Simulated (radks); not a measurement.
Cr2+, 22 electrons, occupied as [Ar] 3d4. Calculated with a radial shooting solver on a logarithmic mesh with Libxc functionals: Dirac Kohn-Sham, relativistic LDA (MacDonald-Vosko exchange, VWN5 correlation), spin-unpolarised, spherical densities, finite nucleus; open shells are shared between the two j in proportion to 2j + 1; Fermi nuclear charge, rms radius 3.6452 fm.

X-ray form factor f0, the Fourier transform of the density (f0(0) = 22):

sin(theta)/lambda (1/angstrom),f0 (electrons)
0.05,21.696
0.1,20.840
0.15,19.576
0.2,18.080
0.25,16.506
0.3,14.969
0.4,12.272
0.5,10.227
0.6,8.791
0.8,7.123
1,6.158
1.25,5.158
1.5,4.212
2,2.725
